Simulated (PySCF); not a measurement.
BrCs, charge +1, doublet, at the geometry of the source list (a state made from the parent by changing its charge; the spin is typed, not shown lowest) (core potentials on Cs); HF/def2-SV(P) (PySCF).

The PySCF input:
```python
from pyscf import gto, scf

mol = gto.M(
    atom='''
Cs   -1.02520000   -0.71830000   -0.87230000
Br    1.02520000    0.71830000    0.87230000
''',
    basis='def2-sv(p)',
    ecp={'Cs': 'def2-sv(p)'},
    charge=1,
    spin=1,
    verbose=4,
)

mf = scf.UHF(mol)
mf.kernel()
```

It wrote (shortened):

```
PySCF version 2.14.0

[INPUT] verbose = 4
[INPUT] num. atoms = 2
[INPUT] num. electrons = 43
[INPUT] charge = 1
[INPUT] spin (= nelec alpha-beta = 2S) = 1
[INPUT] symmetry False subgroup None
[INPUT] Mole.unit = angstrom
[INPUT] Symbol           X                Y                Z      unit          X                Y                Z       unit  Magmom
[INPUT]  1 Cs    -1.025200000000  -0.718300000000  -0.872300000000 AA   -1.937347222904  -1.357390275275  -1.648408098458 Bohr   0.0
[INPUT]  2 Br     1.025200000000   0.718300000000   0.872300000000 AA    1.937347222904   1.357390275275   1.648408098458 Bohr   0.0

nuclear repulsion = 54.6260490401001
number of shells = 22
number of NR pGTOs = 109
number of NR cGTOs = 56
basis = def2-sv(p)
ecp = {'Cs': 'def2-sv(p)'}

******** <class 'pyscf.scf.uhf.UHF'> ********
method = UHF
initial guess = minao
damping factor = 0
level_shift factor = 0
DIIS = <class 'pyscf.scf.diis.CDIIS'>
diis_start_cycle = 1
diis_space = 8
diis_damp = 0
SCF conv_tol = 1e-09
SCF conv_tol_grad = None
SCF max_cycles = 50
direct_scf = True
direct_scf_tol = 1e-13
number electrons alpha = 22  beta = 21
Set gradient conv threshold to 3.16228e-05
init E= -2587.39179088262

cycle= 1 E= -2591.77357278496  delta_E= -4.38  |g|= 0.222  |ddm|= 1.52
cycle= 2 E= -2591.78824666901  delta_E= -0.0147  |g|= 0.0391  |ddm|= 0.219
cycle= 3 E= -2591.78950667534  delta_E= -0.00126  |g|= 0.0149  |ddm|= 0.0648
cycle= 4 E= -2591.78964828067  delta_E= -0.000142  |g|= 0.00483  |ddm|= 0.0181
cycle= 5 E= -2591.78967255956  delta_E= -2.43e-05  |g|= 0.000714  |ddm|= 0.0112
cycle= 6 E= -2591.78967320183  delta_E= -6.42e-07  |g|= 0.000266  |ddm|= 0.00193
cycle= 7 E= -2591.78967331093  delta_E= -1.09e-07  |g|= 8.24e-05  |ddm|= 0.000898
cycle= 8 E= -2591.78967332471  delta_E= -1.38e-08  |g|= 3.01e-05  |ddm|= 0.000239
cycle= 9 E= -2591.7896733266  delta_E= -1.89e-09  |g|= 8.06e-06  |ddm|= 8.81e-05
cycle= 10 E= -2591.78967332673  delta_E= -1.24e-10  |g|= 1.7e-06  |ddm|= 2.45e-05
Extra cycle  E= -2591.78967332673  delta_E= -4.09e-12  |g|= 8.27e-07  |ddm|= 2.75e-06
converged SCF energy = -2591.78967332673  <S^2> = 0.75631886  2S+1 = 2.0063089
```
